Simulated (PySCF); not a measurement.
Isomers of C5H7FOSi. Method used: PySCF, TDDFT wB97X-D/def2-SVPD, vertical, gas phase, core orbitals frozen in the response. Geometries: GFN2-xTB; one conformer of each isolated species. Triplets are in the Tamm–Dancoff approximation.

A. `C=C[SiH2]/C(F)=C\C=O`
B. `C(=C(\F)OC)/C#C[SiH3]`
C. `O=C1CC=C([SiH2]F)C1`

Lowest singlet levels (six at most, fewer where fewer were computed) with oscillator strengths:

1. 5.28 eV (f 0.000); 5.33 eV (f 0.422); 5.66 eV (f 0.000); 6.30 eV (f 0.002); 6.97 eV (f 0.014); 6.99 eV (f 0.619); T1 3.48 eV
2. 4.31 eV (f 0.000); 6.14 eV (f 0.006); 6.15 eV (f 0.003); 6.85 eV (f 0.309); 6.91 eV (f 0.007); 7.37 eV (f 0.058); T1 3.82 eV
3. 3.88 eV (f 0.000); 5.27 eV (f 0.050); 5.49 eV (f 0.119); 5.88 eV (f 0.006); 6.31 eV (f 0.043); 6.80 eV (f 0.015); T1 3.36 eV

Problem. Which spectrum belongs to which structure?

Solution. 1 = B, 2 = C, 3 = A.
- A: S1 at 3.88 eV, HOMO-1→LUMO (89%); Löwdin shares by element: HOMO carbon 69% or more, silicon 8%, hydrogen 6% or more (atoms not listed hold the other 18%); LUMO carbon 63% or more, oxygen 18% (atoms not listed hold the other 19%); HOMO -9.66 and LUMO -0.56 eV.
- B: S1 at 5.28 eV, HOMO→LUMO+2 (48%), HOMO→LUMO+1 (34%); Löwdin shares by element: HOMO carbon 75% or more (atoms not listed hold the other 25%); LUMO carbon 69% or more (atoms not listed hold the other 31%); HOMO -8.18 and LUMO 1.10 eV; point group Cs, 2 of its 6 listed states under f = 0.0005.
- C: S1 at 4.31 eV, HOMO→LUMO (87%), HOMO→LUMO+1 (9%); S1 has the pattern of n→π* at C=O; HOMO -9.33 and LUMO 0.91 eV; point group Cs, 1 of its 6 listed states under f = 0.0005.
